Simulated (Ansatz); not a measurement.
One change: `FB(Br)Br` becomes `FBBr`.

Ansatz, PBE0-D4/def2-TZVP geometries, multiplicity 1. 

Scalar relativity is left out up to krypton.

```json
{"property": "LUMO energy (B3LYP/def2-TZVPP) / eV", "`FB(Br)Br`": "-1.53"}
{"property": "LUMO energy (ωB97M-V/def2-TZVPP) / eV", "`FB(Br)Br`": "0.77"}
{"property": "HOMO–LUMO gap (PBE/def2-TZVPP) / eV", "`FB(Br)Br`": "5.04"}
{"property": "HOMO–LUMO gap (B3LYP/def2-TZVPP) / eV", "`FB(Br)Br`": "6.82"}
{"property": "HOMO–LUMO gap (ωB97M-V/def2-TZVPP) / eV", "`FB(Br)Br`": "11.60"}
{"property": "HOMO energy (PBE/def2-TZVPP) / eV", "`FB(Br)Br`": "-7.31"}
```

(1) Give the same properties after the change, and the shifts. (Best estimate.)

## Answers

(1) Computed: 
```json
{"property": "LUMO energy (B3LYP/def2-TZVPP) / eV", "`FBBr`": "-1.50", "shift": "0.03"}
{"property": "LUMO energy (ωB97M-V/def2-TZVPP) / eV", "`FBBr`": "0.77", "shift": "0.00"}
{"property": "HOMO–LUMO gap (PBE/def2-TZVPP) / eV", "`FBBr`": "5.20", "shift": "0.16"}
{"property": "HOMO–LUMO gap (B3LYP/def2-TZVPP) / eV", "`FBBr`": "7.00", "shift": "0.18"}
{"property": "HOMO–LUMO gap (ωB97M-V/def2-TZVPP) / eV", "`FBBr`": "11.79", "shift": "0.19"}
{"property": "HOMO energy (PBE/def2-TZVPP) / eV", "`FBBr`": "-7.46", "shift": "-0.15"}
```

With PBE0 the HOMO falls by 0.15 eV and the LUMO rises by 0.08 eV, so the gap widens by about 0.23 eV. PBE moves the HOMO by -0.15 eV and ωB97M-V by -0.19 eV.

B3LYP here is the variant with VWN-RPA as its local correlation; programs differ in this.

Spin–orbit coupling is left out; it splits and shifts lone-pair levels of the heavy atoms by tenths of an eV.
